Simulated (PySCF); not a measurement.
# Spectroscopy problems

No solvent, no relativistic terms, rapidly exchanging positions averaged, one conformer. Shieldings: GIAO PBE0/pcSseg-1; coordinates at the GFN2-xTB level; PySCF.

δ = σ(ref) − σ, references computed at the same level: 1H (31.72 ppm) and 13C (186.93 ppm) vs TMS. Splittings of carbon signals by F and P are missing where no couplings were computed. Where no couplings were computed, multiplicities follow the n + 1 count of equivalent neighbours, and m marks all less simple cases (inequivalent or close neighbours, rings, F or P nearby). Shifts are as computed. Against solution values, carbons near 30 ppm lie about +3 ppm off and those near 130 ppm about +5 ppm. Of 1309 compounds with measured shifts, 239 miss one by over three times the rms of a fit or turn the order of signals round; such compounds aren't used in these exercises.

Question: C$_{7}$H$_{10}$F$_{2}$O$_{2}$. 1H NMR (400 MHz, computed): δ 5.46 (m, 1H), 4.55 (m, 1H), 4.20 (m, 1H), 3.77 (s, 3H), 2.85 (m, 1H), 2.64 (m, 1H), 2.27 (m, 1H), 2.19 (m, 1H). 13C{1H} NMR (computed): δ 209.0 (C), 96.7 (CH), 95.8 (CH), 85.5 (CH), 62.6 (CH3), 37.0 (CH2), 29.2 (CH2). What is it?

Answer: SMILES CO[C@@H]1[C@H](F)CCC(=O)[C@H]1F. The formula gives 2 degrees of unsaturation (1 ring in the answer). 7 carbon signals for 7 carbons: no two carbons are equivalent. Carbon types of the structure: 1 × C, 3 × CH, 2 × CH2, 1 × CH3, which accounts for all hydrogens. δC 209.0: ketone carbonyl carbon; low-lying n→π* states of the double bond to the heteroatom give a large paramagnetic term (-271 ppm). δC 96.7: sp3 CH bonded to F; pulled downfield by the heteroatom. δC 85.5: sp3 CH bonded to O; pulled downfield by the heteroatom. δC 62.6: methyl carbon bonded to O; the inductive effect lowers its shielding.

This is the structure that produced the data.

Question: C$_{7}$H$_{10}$F$_{2}$O$_{2}$. 1H NMR (300 MHz, computed): δ 5.02 (m, 1H), 4.99 (m, 1H), 4.36 (m, 1H), 3.81 (s, 3H), 2.86 (m, 1H), 2.31 (m, 1H), 2.04 (m, 1H), 2.02 (m, 1H). 13C{1H} NMR (computed): δ 207.6 (C), 99.7 (CH), 93.6 (CH), 88.5 (CH), 62.1 (CH3), 37.3 (CH2), 30.2 (CH2). Give a structure.

Answer: `CO[C@@H]1[C@H](F)C(=O)CC[C@@H]1F`. The formula gives 2 degrees of unsaturation (1 ring in the answer). 7 carbon signals for 7 carbons: no two carbons are equivalent. Carbon types of the structure: 1 × C, 3 × CH, 2 × CH2, 1 × CH3, which accounts for all hydrogens. δC 207.6: ketone carbonyl carbon; low-lying n→π* states of the double bond to the heteroatom give a large paramagnetic term (-268 ppm). δC 99.7: sp3 CH bonded to F, α to a carbonyl; deshielded by the electronegative neighbour. δC 93.6: sp3 CH bonded to F; deshielded by the electronegative neighbour. δC 88.5: sp3 CH bonded to O; pulled downfield by the heteroatom.

The data come from this structure; uniqueness wasn't tested.
